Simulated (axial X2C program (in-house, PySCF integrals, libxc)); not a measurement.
# Spin–orbit effects down a group: molecules with H (ions), PBE0

All values come from calculations with an axial X2C code built on PySCF integrals, spin-free (one-electron X2C) or two-component (2c: spin–orbit coupling with atomic mean-field Coulomb and Gaunt terms, which also bring small scalar terms), in Dyall basis sets with cores contracted in-house; open shells are unrestricted.

Basis sets: H dyall-v3z, Mn dyall-cv3z, Re dyall-cv3z, Tc dyall-cv3z.

```
molecule   spin-free state  Re (Å)  ωe (cm⁻¹)  De (eV)  2c state  Re 2c (Å)  ωe 2c (cm⁻¹)  De 2c (eV)
    MnH⁺  M_S = 5/2, Λ = 0   1.609     1781.1     1.95   Ω = 5/2      1.609        1780.9        1.95
    TcH⁺  M_S = 5/2, Λ = 0   1.657     1909.7     2.41   Ω = 5/2      1.657        1908.8        2.41
    ReH⁺  M_S = 5/2, Λ = 0   1.640     2093.4     2.48   Ω = 5/2      1.642        2083.9        2.47
```

Question: Work out the shifts from the spin-free to the two-component result.

Answer: 

```csv
molecule,2c state,ΔRe (Å),Δωe (cm⁻¹),ΔDe (eV)
MnH⁺,Ω = 5/2,0.000,-0.2,0.00
TcH⁺,Ω = 5/2,0.000,-0.9,0.00
ReH⁺,Ω = 5/2,0.002,-9.5,-0.01
```

Shifts of one unit in the last digit are rounding.

Fragments in 2c: Mn+ + H, Tc+ + H, Re+ + H. Each entry is the lowest single determinant of a limited PBE0 search at one distance. De goes to single-determinant-based atoms at the same level (for ions the charge split of lowest energy) and is withheld (n/a) where an atom does not fit its ground term or J level. Main or longest-lived isotopes. One determinant is a doubtful description, or other states lie close, for MnH⁺, TcH⁺, ReH⁺; these need not be ground states, and all values refer to the states named. With several unpaired electrons the Ω given is that of one determinant, not necessarily of the lowest component.
